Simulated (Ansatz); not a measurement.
CH$_{8}$O$_{3}$Si$_{2}$ (`C[SiH](O)O[SiH2]O`) at its PBE0-D4/def2-TZVP geometry, where that method's forces vanish. Charge 0, multiplicity 1.

```xyz
14

C     0.2117   -2.0360    1.3723
Si    0.5900   -0.7853    0.0692
O    -0.2623   -1.1844   -1.2761
O     0.1553    0.7221    0.5773
Si   -0.6184    1.9720   -0.1218
O    -0.4106    1.9302   -1.7611
H    -0.8595   -2.0561    1.5858
H     0.7443   -1.8018    2.2971
H     0.5152   -3.0336    1.0459
H     2.0454   -0.7218   -0.2315
H    -0.3043   -0.5173   -1.9666
H    -2.0750    1.8619    0.1044
H    -0.0610    3.2314    0.4294
H     0.3291    2.4186   -2.1244
```

Question: What forces (eV/Å) does r2SCAN-D4/def2-TZVPP give on these atoms in Ansatz? (Estimate.)

Answer: The calculation gave: 
```
C1   0.022  0.015 -0.029
Si2  0.059 -0.010  0.021
O3  -0.040 -0.038 -0.028
O4   0.007  0.008  0.066
Si5 -0.024  0.053  0.036
O6  -0.022 -0.015 -0.044
H7   0.021 -0.007  0.003
H8  -0.020 -0.019 -0.014
H9  -0.014  0.014  0.024
H10 -0.017 -0.008  0.011
H11  0.001  0.009 -0.020
H12  0.027  0.006 -0.006
H13 -0.021 -0.023 -0.006
H14  0.022  0.016 -0.015
```
